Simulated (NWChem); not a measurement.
Program: NWChem. System: HBrSn, charge 1, spin multiplicity 2, at the geometry of a parent with another charge or spin, in a state set for the comparison that need not be this species' ground state. Its SCF solution wasn't tested for a lower state. Level: UPBE/def2-TZVPD with def2 effective core potentials on Sn.

Input file:

```
start mol
memory heap 200 mb stack 900 mb global 1100 mb
charge 1
geometry units angstroms nocenter noautoz
  Sn    -0.724551     0.749648     0.000000
  H      0.529694     2.053144     0.000000
  Br     1.019939    -1.129587     0.000000
  symmetry group Cs
end
basis spherical
  * library def2-tzvpd
end
ecp
  Sn library def2-ecp
end
dft
  xc xpbe96 cpbe96
  odft
  mult 2
  semidirect memsize 60000000 filesize 0
  iterations 100
end
task dft energy
```

Output (cleaned and shortened):

```
             Northwest Computational Chemistry Package (NWChem) 7.3.0
             --------------------------------------------------------

                                NWChem Input Module
                                -------------------

 Scaling coordinates for geometry "geometry" by  1.889725989
 (inverse scale =  0.529177249)

 Turning off AUTOSYM since
 SYMMETRY directive was detected!

                             Geometry "geometry" -> ""
                             -------------------------

 Output coordinates in angstroms (scale by  1.889725989 to convert to a.u.)

  No.       Tag          Charge          X              Y              Z
 ---- ---------------- ---------- -------------- -------------- --------------
    1 Sn                  50.0000    -0.72455100     0.74964800     0.00000000
    2 H                    1.0000     0.52969400     2.05314400     0.00000000
    3 Br                  35.0000     1.01993900    -1.12958700     0.00000000

 Effective nuclear repulsion energy (a.u.)     381.5376618816

            Nuclear Dipole moment (a.u.)
            ----------------------------
        X                 Y               Z
 ---------------- ---------------- ----------------
     0.0000170075    -0.0000018897     0.0000000000

      Symmetry information
      --------------------

 Group name             Cs
 Group number              2
 Group order               2
 No. of unique centers     3

      Symmetry unique atoms

     1    2    3


 Summary of "ao basis" -> "" (spherical)
 ------------------------------------------------------------------------------
       Tag                 Description            Shells   Functions and Types
 ---------------- ------------------------------  ------  ---------------------
 *                         def2-tzvpd                 on all atoms

 Summary of "ao basis" -> "ao basis" (spherical)
 ------------------------------------------------------------------------------
       Tag                 Description            Shells   Functions and Types
 ---------------- ------------------------------  ------  ---------------------
 Sn                        def2-tzvpd               18       56   7s5p4d2f
 H                         def2-tzvpd                5        9   3s2p
 Br                        def2-tzvpd               19       57   7s6p5d1f

 Summary of "ao basis" -> "ao basis" (spherical)
 ------------------------------------------------------------------------------
       Tag                 Description            Shells   Functions and Types
 ---------------- ------------------------------  ------  ---------------------
 Sn                        def2-tzvpd               18       56   7s5p4d2f
 H                         def2-tzvpd                5        9   3s2p
 Br                        def2-tzvpd               19       57   7s6p5d1f

      Symmetry analysis of basis
      --------------------------

        a'         82
        a"         40

            General Information
            -------------------
          SCF calculation type: DFT
          Wavefunction type:  spin polarized.
          No. of atoms     :     3
          No. of electrons :    57
           Alpha electrons :    29
            Beta electrons :    28
          Charge           :     1
          Spin multiplicity:     2
          Use of symmetry is: on ; symmetry adaption is: on
          Maximum number of iterations: 100
          AO basis - number of functions:   122
                     number of shells:    42
          Convergence on energy requested:  1.00D-06
          Convergence on density requested:  1.00D-05
          Convergence on gradient requested:  5.00D-04

              XC Information
              --------------
          PerdewBurkeErnzerhof Exchange Functional  1.000
            Perdew 1991 LDA Correlation Functional  1.000 local
           PerdewBurkeErnz. Correlation Functional  1.000 non-local

             Grid Information
             ----------------
          Grid used for XC integration:  medium
          Radial quadrature: Mura-Knowles
          Angular quadrature: Lebedev.
          Tag              B.-S. Rad. Rad. Pts. Rad. Cut. Ang. Pts.
          ---              ---------- --------- --------- ---------
          Sn                  1.45      123          13.0       590
          H                   0.35       45          12.0       434
          Br                  1.15      112          13.0       590
          Grid pruning is: on
          Number of quadrature shells:   280
          Spatial weights used:  Erf1

          Convergence Information
          -----------------------
          Convergence aids based upon iterative change in
          total energy or number of iterations.
          Levelshifting, if invoked, occurs when the
          HOMO/LUMO gap drops below (HL_TOL):  1.00D-02
          DIIS, if invoked, will attempt to extrapolate
          using up to (NFOCK): 10 stored Fock matrices.

                    Damping( 0%)  Levelshifting(0.5)       DIIS
                  --------------- ------------------- ---------------
          dE  on:    start            ASAP                start
          dE off:    2 iters        100 iters           100 iters

      Screening Tolerance Information
      -------------------------------
          Density screening/tol_rho:  1.00D-10
          AO Gaussian exp screening on grid/accAOfunc:  14
          CD Gaussian exp screening on grid/accCDfunc:  20
          XC Gaussian exp screening on grid/accXCfunc:  20
          Schwarz screening/accCoul:  1.00D-08

      Superposition of Atomic Density Guess
[...]
 Vector   30  Occ=0.000000D+00  E=-3.602135D-01  Symmetry=a"
              MO Center= -5.9D-01,  6.4D-01,  6.7D-14, r^2= 3.2D+00
   Bfn.  Coefficient  Atom+Function         Bfn.  Coefficient  Atom+Function
  ----- ------------  ---------------      ----- ------------  ---------------
    19      0.573086  1 Sn pz                16      0.402031  1 Sn pz
    13     -0.395153  1 Sn pz                84     -0.179625  3 Br pz
    22      0.155554  1 Sn pz                78      0.119385  3 Br pz
    81     -0.115313  3 Br pz                87     -0.115292  3 Br pz
    10     -0.055311  1 Sn pz                65      0.036166  2 H  pz

 Vector   31  Occ=0.000000D+00  E=-2.813148D-01  Symmetry=a'
              MO Center= -4.8D-01,  5.0D-01,  4.5D-16, r^2= 4.6D+00
   Bfn.  Coefficient  Atom+Function         Bfn.  Coefficient  Atom+Function
  ----- ------------  ---------------      ----- ------------  ---------------
    18      0.464457  1 Sn py                17     -0.318461  1 Sn px
    15      0.296476  1 Sn py                12     -0.288814  1 Sn py
    21      0.228139  1 Sn py                83      0.216477  3 Br py
    82     -0.213131  3 Br px                 5     -0.208366  1 Sn s
    71      0.203715  3 Br s                 14     -0.189209  1 Sn px

 Vector   32  Occ=0.000000D+00  E=-2.334299D-01  Symmetry=a'
              MO Center= -4.8D-01,  8.1D-01, -1.7D-15, r^2= 4.6D+00
   Bfn.  Coefficient  Atom+Function         Bfn.  Coefficient  Atom+Function
  ----- ------------  ---------------      ----- ------------  ---------------
    17      0.462778  1 Sn px                59     -0.438933  2 H  s
     5      0.416596  1 Sn s                 18      0.315822  1 Sn py
    58     -0.316182  2 H  s                  6      0.261005  1 Sn s
    14      0.235588  1 Sn px                11     -0.232258  1 Sn px
     2      0.218580  1 Sn s                 20      0.212192  1 Sn px

                     DFT Final Beta Molecular Orbital Analysis
                     -----------------------------------------

 Vector   26  Occ=1.000000D+00  E=-5.137364D-01  Symmetry=a'
              MO Center=  5.2D-01, -5.3D-02, -1.1D-16, r^2= 3.6D+00
   Bfn.  Coefficient  Atom+Function         Bfn.  Coefficient  Atom+Function
  ----- ------------  ---------------      ----- ------------  ---------------
    82      0.344211  3 Br px                18      0.244150  1 Sn py
    76     -0.235514  3 Br px                12     -0.223168  1 Sn py
    15      0.216334  1 Sn py                83     -0.215162  3 Br py
    79      0.211722  3 Br px                58      0.174608  2 H  s
    77      0.146463  3 Br py                85      0.142724  3 Br px

 Vector   27  Occ=1.000000D+00  E=-4.794202D-01  Symmetry=a'
              MO Center=  5.0D-01, -6.3D-01, -3.9D-16, r^2= 3.0D+00
   Bfn.  Coefficient  Atom+Function         Bfn.  Coefficient  Atom+Function
  ----- ------------  ---------------      ----- ------------  ---------------
    83      0.429420  3 Br py                77     -0.291247  3 Br py
    80      0.264911  3 Br py                 5     -0.257752  1 Sn s
    86      0.209455  3 Br py                17      0.184524  1 Sn px
    82      0.178853  3 Br px                 2     -0.174698  1 Sn s
    11     -0.158561  1 Sn px                14      0.152464  1 Sn px

 Vector   28  Occ=1.000000D+00  E=-4.785057D-01  Symmetry=a"
              MO Center=  8.7D-01, -9.6D-01, -1.6D-14, r^2= 1.8D+00
   Bfn.  Coefficient  Atom+Function         Bfn.  Coefficient  Atom+Function
  ----- ------------  ---------------      ----- ------------  ---------------
    84      0.517500  3 Br pz                78     -0.350723  3 Br pz
    81      0.318974  3 Br pz                87      0.263263  3 Br pz
    19      0.126877  1 Sn pz                75      0.106990  3 Br pz
    13     -0.099473  1 Sn pz                16      0.095182  1 Sn pz
    26      0.031652  1 Sn d  1              24      0.030674  1 Sn d -1

 Vector   29  Occ=0.000000D+00  E=-4.357658D-01  Symmetry=a'
              MO Center= -5.7D-04,  3.7D-01,  1.3D-15, r^2= 4.2D+00
   Bfn.  Coefficient  Atom+Function         Bfn.  Coefficient  Atom+Function
  ----- ------------  ---------------      ----- ------------  ---------------
     5      0.354101  1 Sn s                 82      0.320149  3 Br px
     2      0.238894  1 Sn s                 58     -0.237811  2 H  s
     6      0.236314  1 Sn s                 17     -0.233830  1 Sn px
    76     -0.216859  3 Br px                14     -0.214136  1 Sn px
    11      0.212809  1 Sn px                 3     -0.203036  1 Sn s

 Vector   30  Occ=0.000000D+00  E=-3.526113D-01  Symmetry=a"
              MO Center= -5.6D-01,  6.5D-01, -3.4D-15, r^2= 3.2D+00
   Bfn.  Coefficient  Atom+Function         Bfn.  Coefficient  Atom+Function
  ----- ------------  ---------------      ----- ------------  ---------------
    19      0.572118  1 Sn pz                16      0.400709  1 Sn pz
    13     -0.394074  1 Sn pz                84     -0.181071  3 Br pz
    22      0.167325  1 Sn pz                78      0.120452  3 Br pz
    87     -0.119220  3 Br pz                81     -0.116539  3 Br pz
    10     -0.055144  1 Sn pz                75     -0.036522  3 Br pz

 Vector   31  Occ=0.000000D+00  E=-2.730949D-01  Symmetry=a'
              MO Center= -4.3D-01,  5.1D-01, -3.8D-15, r^2= 4.6D+00
   Bfn.  Coefficient  Atom+Function         Bfn.  Coefficient  Atom+Function
  ----- ------------  ---------------      ----- ------------  ---------------
    18      0.456674  1 Sn py                17     -0.328103  1 Sn px
    15      0.284322  1 Sn py                12     -0.279163  1 Sn py
    21      0.242364  1 Sn py                71      0.219853  3 Br s
    83      0.219480  3 Br py                82     -0.217995  3 Br px
     5     -0.206563  1 Sn s                 14     -0.204185  1 Sn px

   alpha - beta orbital overlaps
   -----------------------------

   alpha      1      2      3      4      5      6      7      8      9     10
    beta      1      2      3      4      5      6      7      8      9     10
 overlap   1.000  1.000  0.944  0.944  1.000  1.000  0.983  0.983  1.000  1.000

   alpha     11     12     13     14     15     16     17     18     19     20
    beta     11     12     13     14     15     16     17     18     19     20
 overlap   1.000  0.964  0.964  0.901  0.885  0.973  0.973  0.983  0.995  0.897

   alpha     21     22     23     24     25     26     27     28     29     30
    beta     21     22     23     24     25     26     27     28     29     30
 overlap   0.897  0.997  0.998  1.000  0.997  0.960  0.964  1.000  0.985  1.000

   alpha     31     32     33     34     35     36     37     38     39     40
    beta     31     32     33     34     35     38     36     37     40     39
 overlap   0.999  0.994  0.997  0.997  0.994  0.823  0.996  0.824  0.986  0.998

   alpha     41     42     43     44     45     46     47     48     49     50
    beta     41     42     44     43     45     46     47     48     49     50
 overlap   0.993  0.983  0.983  0.984  0.983  0.993  0.981  0.943  0.982  0.943

   alpha     51     52     53     54     55     56     57     58     59     60
    beta     52     51     54     53     55     56     57     58     59     60
 overlap   0.801  0.786  0.996  0.975  0.997  0.988  0.991  0.995  0.995  1.000

   alpha     61     62     63     64     65     66     67     68     69     70
    beta     61     62     63     64     65     66     67     68     69     70
 overlap   0.995  0.904  0.996  0.897  0.991  0.996  0.995  1.000  0.985  0.988

   alpha     71     72     73     74     75     76     77     78     79     80
    beta     72     71     73     74     75     76     77     78     79     80
 overlap   0.996  0.976  0.975  0.996  1.000  0.994  0.994  0.999  0.997  0.994

   alpha     81     82     83     84     85     86     87     88     89     90
    beta     81     82     83     84     88     87     86     85     90     91
 overlap   0.996  0.994  0.997  0.996  0.811  0.944  0.784  0.935  0.798  0.963

   alpha     91     92     93     94     95     96     97     98     99    100
    beta     92     89     93     94     96     95     97     98    100     99
 overlap   0.883  0.788  0.884  0.985  0.988  0.990  0.987  1.000  0.759  0.767

   alpha    101    102    103    104    105    106    107    108    109    110
    beta    101    102    103    104    105    106    107    108    109    110
 overlap   0.993  0.991  0.999  0.998  0.999  0.999  1.000  0.999  0.999  0.997

   alpha    111    112    113    114    115    116    117    118    119    120
    beta    111    112    113    114    115    116    117    118    119    120
 overlap   0.999  0.998  0.998  0.998  0.999  0.998  1.000  1.000  1.000  0.999

   alpha    121    122
    beta    121    122
 overlap   0.999  1.000

     --------------------------
     Expectation value of S2:
     --------------------------
      <S2> =      0.7551 (Exact =     0.7500)

 center of mass
 --------------
 x =  -0.03214463 y =   0.00172428 z =   0.00000000

 moments of inertia (a.u.)
 ------------------
         615.924835323327         553.560613838515           0.000000000000
         553.560613838515         518.717878459027           0.000000000000
           0.000000000000           0.000000000000        1134.642713782354

     Multipole analysis of the density
     ---------------------------------

     L   x y z        total         alpha         beta         nuclear
     -   - - -        -----         -----         ----         -------
     0   0 0 0      1.000000    -29.000000    -28.000000     58.000000

     1   1 0 0     -0.887913    -19.652011    -19.573598     38.337697
     1   0 1 0      1.147121     19.982126     20.830617    -39.665623
     1   0 0 1     -0.000000     -0.000000     -0.000000      0.000000

     2   2 0 0    -24.835939   -101.799627    -95.303211    172.266899
     2   1 1 0     -3.353666     90.257770     89.176300   -182.787736
     2   1 0 1     -0.000000     -0.000000     -0.000000      0.000000
     2   0 2 0    -24.003653   -125.454307   -117.232842    218.683496
     2   0 1 1      0.000000      0.000000      0.000000      0.000000
     2   0 0 2    -27.438930    -14.280444    -13.158486      0.000000

 Task  times  cpu:       18.0s     wall:       18.0s

 Total times  cpu:       18.1s     wall:       18.1s
```
